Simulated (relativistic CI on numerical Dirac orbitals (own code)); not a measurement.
**Magnetism of Tb³⁺, 4f8, in a crystal field**

Calculated by Dirac-Coulomb-Breit CI, separate exchange-only KLI orbitals for each configuration, model QED (radiative potential, 1s self-energy scaled to tabulated hydrogen-like ionisation energies), one configuration in a parametric crystal field, unscaled Slater integrals (own radial code). With so little scaling, terms lie 10 to 35 % too far apart, which can change the order of excited levels.

Field parameters in Wybourne normalisation. The field is a parameter set, without covalency.

S is read from ⟨S²⟩ = S(S + 1).

Powder χT (cm³ K mol⁻¹) by Van Vleck's formula, with temperature-independent terms:

```csv
Field,2 K,5 K,10 K,20 K,50 K,100 K,200 K,300 K
"C2v, B20 = -570, B22 = -360, B40 = 750, B42 = 340, B44 = 90, B60 = -180, B62 = -190, B64 = 430, B66 = 280 cm⁻¹",10.4,10.9,10.9,10.9,11.2,11.5,11.6,11.7
"D4h, B20 = -870, B40 = 1070, B44 = -1370, B60 = 620, B64 = 430 cm⁻¹",3.33,6.9,8.81,9.68,10.3,10.9,11.4,11.6
```

For D4h, B20 = -870, B40 = 1070, B44 = -1370, B60 = 620, B64 = 430 cm⁻¹: what effective moment follows at 300 K?

μ_eff = √(8χT) = 9.61 μB. The LS value g√(J(J + 1)) of the free ion's ⁷F6 level is 9.72 μB.
